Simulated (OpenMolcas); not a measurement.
**Kr3+: Slater's ratio, worked from levels**

| Property | Result |
| --- | --- |
| Program | OpenMolcas 26.06 |
| Basis | ANO-RCC [9s8p6d4f2g] |
| Scalar Hamiltonian | DKH2, point nucleus |
| Active space | 5 electrons in 9 orbitals (RAS2 4s 4p; RAS3 4d, at most 2 electrons) |
| State averaging | 2S+1 = 4 odd, 1 root; 2S+1 = 2 odd, 11 roots; 2S+1 = 4 even, 3 roots; 2S+1 = 2 even, 9 roots |
| Spin-orbit coupling | RASSI with atomic mean-field integrals over the reference wave functions, term energies averaged over their components |

Methods: RASSCF; MS-RASPT2, IPEA 0.25 Eh, imaginary shift 0.1 Eh (closed shells correlated: 3d). Measured levels: Saloman, J. Phys. Chem. Ref. Data 36, 215 (2007).

**Slater's ratio.** With one set of orbitals, p3 has ²D° - ⁴S° = 9 F2 and ²P° - ²D° = 6 F2 (F2 = F²/25), a ratio of 2/3. Term energies are centres of gravity, weighted by 2J + 1.

| Source | ²D° - ⁴S° | ²P° - ⁴S° | F2 from the first | Ratio |
| --- | --- | --- | --- | --- |
| RASSCF | 22432 | 36799 | 2492 | 0.640 |
| MS-RASPT2 | 18521 | 33015 | 2058 | 0.783 |
| measured | 18035 | 32623 | 2004 | 0.809 |

Energies in cm-1. A ratio away from 2/3 shows effects beyond one configuration with one set of orbitals, and in heavier atoms second-order spin-orbit shifts.

The run also gave levels led by 4s² 4p² 4d, which use shells meant for correlation; these and all levels above them are left out. Measured partners are found by configuration, term and J. A level has none where our copy of the source lacks it or the pairing is in doubt (some pairs that miss far off the trend of their configuration count as doubtful), and it then counts in no deviation. Only configurations of the active space appear.

° marks odd parity.
